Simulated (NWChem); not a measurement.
Everything below was run with NWChem. System: HO3S, charge 0, spin multiplicity 2, at a geometry optimised with UPBE/def2-SVP. The structure started from a generated list of species. Its SCF solution wasn't tested for a lower state. Level: ROCCSD(T)/def2-SVP, 8 core orbitals frozen.

The NWChem input:

```
start mol
memory heap 100 mb stack 700 mb global 1900 mb
geometry units angstroms nocenter noautoz noautosym
  O     -0.368954     1.435836     0.127788
  S     -0.154581     0.010893    -0.268091
  O     -0.991197    -1.107282     0.236013
  O      1.426634    -0.404466     0.158174
  H      1.941426     0.433010     0.113650
end
basis spherical
  * library def2-svp
end
scf
  rohf
  nopen 1
  maxiter 100
  thresh 1e-7
  semidirect memsize 60000000 filesize 0
  # guess.movecs holds the orbitals of an unrestricted PBE0 run
  vectors input guess.movecs output mol.movecs
end
tce
  freeze core 8
  ccsd(t)
  2eorb
  2emet 13
  thresh 1e-6
  maxiter 100
  tilesize 24
end
task tce energy
```

NWChem printed:

```
             Northwest Computational Chemistry Package (NWChem) 7.3.0
             --------------------------------------------------------

                                NWChem Input Module
                                -------------------

 Scaling coordinates for geometry "geometry" by  1.889725989
 (inverse scale =  0.529177249)

                             Geometry "geometry" -> ""
                             -------------------------

 Output coordinates in angstroms (scale by  1.889725989 to convert to a.u.)

  No.       Tag          Charge          X              Y              Z
 ---- ---------------- ---------- -------------- -------------- --------------
    1 O                    8.0000    -0.36895400     1.43583600     0.12778800
    2 S                   16.0000    -0.15458100     0.01089300    -0.26809100
    3 O                    8.0000    -0.99119700    -1.10728200     0.23601300
    4 O                    8.0000     1.42663400    -0.40446600     0.15817400
    5 H                    1.0000     1.94142600     0.43301000     0.11365000

 Effective nuclear repulsion energy (a.u.)     181.7375247690

            Nuclear Dipole moment (a.u.)
            ----------------------------
        X                 Y               Z
 ---------------- ---------------- ----------------
    -0.0000113384     0.0000037795    -0.0000113384


 Summary of "ao basis" -> "" (spherical)
 ------------------------------------------------------------------------------
       Tag                 Description            Shells   Functions and Types
 ---------------- ------------------------------  ------  ---------------------
 *                          def2-svp                  on all atoms

 Summary of "ao basis" -> "ao basis" (spherical)
 ------------------------------------------------------------------------------
       Tag                 Description            Shells   Functions and Types
 ---------------- ------------------------------  ------  ---------------------
 O                          def2-svp                 6       14   3s2p1d
 S                          def2-svp                 8       18   4s3p1d
 H                          def2-svp                 3        5   2s1p

                                 NWChem SCF Module
                                 -----------------

  ao basis        = "ao basis"
  functions       =    65
  atoms           =     5
  closed shells   =    20
  open shells     =     1
  charge          =   0.00
  wavefunction    = ROHF
  use symmetry    = F
  symmetry adapt  = F

 Summary of "ao basis" -> "ao basis" (spherical)
 ------------------------------------------------------------------------------
       Tag                 Description            Shells   Functions and Types
 ---------------- ------------------------------  ------  ---------------------
 O                          def2-svp                 6       14   3s2p1d
 S                          def2-svp                 8       18   4s3p1d
 H                          def2-svp                 3        5   2s1p

 Forming initial guess at       0.0s

 Starting SCF solution at       0.0s

 ----------------------------------------------
         Quadratically convergent ROHF

 Convergence threshold     :          1.000E-07
 Maximum no. of iterations :          100
 Final Fock-matrix accuracy:          1.000E-09
 ----------------------------------------------

              iter       energy          gnorm     gmax       time
             ----- ------------------- --------- --------- --------
                 1     -622.1950204924  7.43D-01  1.59D-01      0.2
                 2     -622.2290755503  1.87D-01  3.70D-02      0.2
                 3     -622.2352969917  1.61D-02  4.08D-03      0.3
                 4     -622.2353970436  2.60D-04  7.79D-05      0.4
  ga_iter_lsolve: convergence stagnant ... aborting solve
                 5     -622.2353970815  2.71D-07  9.33D-08      0.7
                 6     -622.2353970815  9.65D-09  3.72D-09      0.9

       Final ROHF results
       ------------------

         Total SCF energy =   -622.235397081479
      One-electron energy =  -1219.136421448943
      Two-electron energy =    415.163499598488
 Nuclear repulsion energy =    181.737524768976

        Time for solution =      0.8s

             Final eigenvalues
             -----------------

              1
    1  -92.2144
    2  -20.6589
    3  -20.6127
    4  -20.6109
    5   -9.2209
    6   -6.9096
    7   -6.9094
    8   -6.9084
    9   -1.4926
   10   -1.3838
   11   -1.3624
   12   -0.8994
   13   -0.7590
   14   -0.7001
   15   -0.6942
   16   -0.6476
   17   -0.5820
   18   -0.5505
   19   -0.5313
   20   -0.5220
   21   -0.2513
   22    0.1467
   23    0.1984
   24    0.2339
   25    0.2748
   26    0.4645
   27    0.7228
   28    0.7548
   29    0.8140
   30    0.8210
   31    0.8386

                       ROHF Final Molecular Orbital Analysis
                       -------------------------------------

 Vector   19  Occ=2.000000D+00  E=-5.312623D-01
              MO Center= -4.8D-01,  3.2D-01,  1.5D-01, r^2= 2.4D+00
   Bfn.  Coefficient  Atom+Function         Bfn.  Coefficient  Atom+Function
  ----- ------------  ---------------      ----- ------------  ---------------
     4      0.363622  1 O  px                 7      0.292968  1 O  px
    38     -0.288806  3 O  pz                 6      0.284916  1 O  pz
    36     -0.234573  3 O  px                 9      0.226122  1 O  pz
    41     -0.224296  3 O  pz                39     -0.196229  3 O  px

 Vector   20  Occ=2.000000D+00  E=-5.219770D-01
              MO Center= -5.9D-01,  1.5D-01,  1.2D-01, r^2= 2.4D+00
   Bfn.  Coefficient  Atom+Function         Bfn.  Coefficient  Atom+Function
  ----- ------------  ---------------      ----- ------------  ---------------
    37      0.339820  3 O  py                 4      0.278348  1 O  px
     6     -0.275029  1 O  pz                40      0.265599  3 O  py
    38      0.253049  3 O  pz                 9     -0.216932  1 O  pz
     7      0.213575  1 O  px                 5      0.208642  1 O  py
    41      0.197168  3 O  pz                 8      0.168885  1 O  py

 Vector   21  Occ=1.000000D+00  E=-2.512852D-01
              MO Center= -2.0D-01,  2.9D-03, -4.0D-01, r^2= 2.0D+00
   Bfn.  Coefficient  Atom+Function         Bfn.  Coefficient  Atom+Function
  ----- ------------  ---------------      ----- ------------  ---------------
    18      0.524383  2 S  s                 24     -0.360024  2 S  pz
    27     -0.320966  2 S  pz                38      0.307085  3 O  pz
     6      0.287560  1 O  pz                41      0.278869  3 O  pz
     9      0.263754  1 O  pz                17      0.238538  2 S  s
    16     -0.182057  2 S  s                 21     -0.178417  2 S  pz

 Vector   22  Occ=0.000000D+00  E= 1.466624D-01
              MO Center=  1.6D+00,  4.7D-01,  5.4D-02, r^2= 3.1D+00
   Bfn.  Coefficient  Atom+Function         Bfn.  Coefficient  Atom+Function
  ----- ------------  ---------------      ----- ------------  ---------------
    62      1.221213  5 H  s                 49     -0.928195  4 O  s
    54     -0.369460  4 O  py                25      0.335589  2 S  px
    27      0.220225  2 S  pz                51     -0.202245  4 O  py
    22      0.188223  2 S  px                 7     -0.177532  1 O  px
    26     -0.175909  2 S  py                39     -0.156768  3 O  px

 Vector   23  Occ=0.000000D+00  E= 1.984172D-01
              MO Center=  3.5D-01,  2.1D-01, -2.0D-01, r^2= 3.2D+00
   Bfn.  Coefficient  Atom+Function         Bfn.  Coefficient  Atom+Function
  ----- ------------  ---------------      ----- ------------  ---------------
    25      1.076759  2 S  px                62     -0.812085  5 H  s
    53      0.540644  4 O  px                22      0.329461  2 S  px
    50      0.290707  4 O  px                35      0.283503  3 O  s
    40      0.251239  3 O  py                17      0.249408  2 S  s
     7     -0.238087  1 O  px                19      0.179387  2 S  px

 Vector   24  Occ=0.000000D+00  E= 2.338697D-01
              MO Center= -1.2D-01,  1.1D-01,  2.6D-01, r^2= 2.2D+00
   Bfn.  Coefficient  Atom+Function         Bfn.  Coefficient  Atom+Function
  ----- ------------  ---------------      ----- ------------  ---------------
    18      1.288448  2 S  s                 27      0.780933  2 S  pz
     3     -0.575710  1 O  s                 35     -0.523472  3 O  s
     8      0.504099  1 O  py                40     -0.426518  3 O  py
    62     -0.393303  5 H  s                 53      0.362248  4 O  px
     5      0.302652  1 O  py                17      0.294500  2 S  s

 center of mass
 --------------
 x =  -0.04486599 y =  -0.01002542 z =  -0.00251938

 moments of inertia (a.u.)
 ------------------
         211.609442774214          -2.268637318923          -2.350611825467
          -2.268637318923         210.072015257947           8.259314923818
          -2.350611825467           8.259314923818         394.090586954993

  Mulliken analysis of the total density
  --------------------------------------

    Atom       Charge   Shell Charges
 -----------   ------   -------------------------------------------------------
    1 O    8     8.58   1.99  1.10  0.80  2.74  1.92  0.02
    2 S   16    14.66   2.00  1.99  1.21  0.24  5.94  1.58  1.14  0.57
    3 O    8     8.54   1.99  1.11  0.80  2.74  1.89  0.02
    4 O    8     8.47   1.99  1.08  0.73  2.78  1.88  0.01
    5 H    1     0.75   0.64  0.04  0.07

 Mulliken analysis of the open-shell density
 -------------------------------------------

    Atom       Charge   Shell Charges
 -----------   ------   -------------------------------------------------------
    1 O    8     0.18   0.00  0.00 -0.00  0.12  0.06 -0.00
    2 S   16     0.55   0.00  0.00  0.05  0.14  0.00  0.18  0.12  0.06
    3 O    8     0.20   0.00  0.00 -0.00  0.13  0.07 -0.00
    4 O    8     0.07   0.00  0.00 -0.00  0.05  0.02  0.00
    5 H    1     0.00   0.00  0.00  0.00

       Multipole analysis of the density wrt the origin
       ------------------------------------------------

     L   x y z        total         open         nuclear
     -   - - -        -----         ----         -------
     0   0 0 0     -0.000000     -1.000000     41.000000

     1   1 0 0      0.989298      0.377566     -0.000011
     1   0 1 0      0.390725     -0.005548      0.000004
     1   0 0 1     -0.707152      0.761307     -0.000011

     2   2 0 0    -20.378227     -2.112991    104.926884
     2   1 1 0      1.635262     -0.283941      2.641634
     2   1 0 1      0.474845      0.000700      1.572327
     2   0 2 0    -26.211234     -3.016575     99.274608
     2   0 1 1      0.315105      0.025577     -4.042888
     2   0 0 2    -20.371489     -2.751006      6.925323

                   NWChem Extensible Many-Electron Theory Module
                   ---------------------------------------------


            General Information
            -------------------
      Number of processors :     1
         Wavefunction type : Restricted open-shell Hartree-Fock
          No. of electrons :    41
           Alpha electrons :    21
            Beta electrons :    20
           No. of orbitals :   130
            Alpha orbitals :    65
             Beta orbitals :    65
        Alpha frozen cores :     8
         Beta frozen cores :     8
     Alpha frozen virtuals :     0
      Beta frozen virtuals :     0
         Spin multiplicity : doublet
    Number of AO functions :    65
       Number of AO shells :    29
        Use of symmetry is : off
      Symmetry adaption is : off
         Schwarz screening : 0.10D-09

          Correlation Information
          -----------------------
          Calculation type : Coupled-cluster singles & doubles w/ perturbation
   Perturbative correction : (T)
            Max iterations :      100
        Residual threshold : 0.10D-05
     T(0) DIIS level shift : 0.00D+00
     L(0) DIIS level shift : 0.00D+00
     T(1) DIIS level shift : 0.00D+00
     L(1) DIIS level shift : 0.00D+00
     T(R) DIIS level shift : 0.00D+00
     T(I) DIIS level shift : 0.00D+00
   CC-T/L Amplitude update :  5-th order DIIS
                I/O scheme : Global Array Library
        L-threshold :  0.10D-05
        EOM-threshold :  0.10D-05
 no EOMCCSD initial starts read in
 TCE RESTART OPTIONS
 SLICE:      F
 D4D5:       F
 quantumc:   F
 qrotation:  F
 pwtce:      F
 qducc:      F
 nacto:                         0
 nrotv:                         0
 nrot:                          0

            Memory Information
            ------------------
          Available GA space size is     249028350 doubles
          Available MA space size is     104854356 doubles

 Maximum block size supplied by input
 Maximum block size        24 doubles

 tile_dim =     22

 -------------------------------------------------

 Global array virtual files algorithm will be used

 Parallel file system coherency ......... OK

 4-electron integrals stored in orbital form

 v2    file size   =          2810385
 4-index algorithm nr.  13 is used
 imaxsize =       30
 imaxsize ichop =        0


CCSD iterations
 ---------------------------------------------------------
 Iter          Residuum       Correlation     Cpu    Wall
 ---------------------------------------------------------
    1   0.2537330251379  -0.7255666582229     0.3     0.3
    2   0.0683814102647  -0.6935512649849     0.3     0.3
    3   0.0318101622219  -0.7181777685590     0.3     0.3
    4   0.0187834472267  -0.7130083821057     0.3     0.3
    5   0.0120151487798  -0.7179610574930     0.3     0.3
    6   0.0035757079866  -0.7172849972781     0.3     0.3
    7   0.0021812365567  -0.7171196196210     0.3     0.3
    8   0.0016127195738  -0.7171358685549     0.3     0.3
    9   0.0013123237205  -0.7171514128593     0.3     0.3
   10   0.0012015080992  -0.7171862522157     0.3     0.3
   11   0.0001649007045  -0.7172123280189     0.3     0.3
   12   0.0001063359166  -0.7172116436339     0.3     0.3
   13   0.0000696642687  -0.7172101505933     0.3     0.3
   14   0.0000590510667  -0.7172136112994     0.3     0.3
   15   0.0000386310426  -0.7172114528316     0.3     0.3
   16   0.0000133366279  -0.7172140500782     0.3     0.3
   17   0.0000083716118  -0.7172124637042     0.3     0.3
   18   0.0000063930568  -0.7172128497429     0.3     0.3
   19   0.0000048935954  -0.7172126529320     0.3     0.3
   20   0.0000043123695  -0.7172128448184     0.3     0.3
   21   0.0000013416715  -0.7172129207814     0.3     0.3
   22   0.0000008308148  -0.7172128479555     0.3     0.3
 -----------------------------------------------------------------
 Iterations converged
 CCSD correlation energy / hartree =        -0.717212847955499
 CCSD total energy / hartree       =      -622.952609929434402

 Singles contributions

 Doubles contributions
 CCSD(T)
 Using plain CCSD(T) code
             total no. of tasks           77
 total no. of tasks / no. procs           77
                         wl_min         1728           3.5
                         wl_max     18399744          16.2
        thresh for no. of tasks           77

 CCSD[T]  correction energy / hartree =        -0.029695133275290
 CCSD[T] correlation energy / hartree =        -0.746907981230789
 CCSD[T] total energy / hartree       =      -622.982305062709656
 CCSD(T)  correction energy / hartree =        -0.026353965586228
 CCSD(T) correlation energy / hartree =        -0.743566813541727
 CCSD(T) total energy / hartree       =      -622.978963895020684

 Task  times  cpu:       40.2s     wall:       40.2s

 Total times  cpu:       40.3s     wall:       40.3s
```
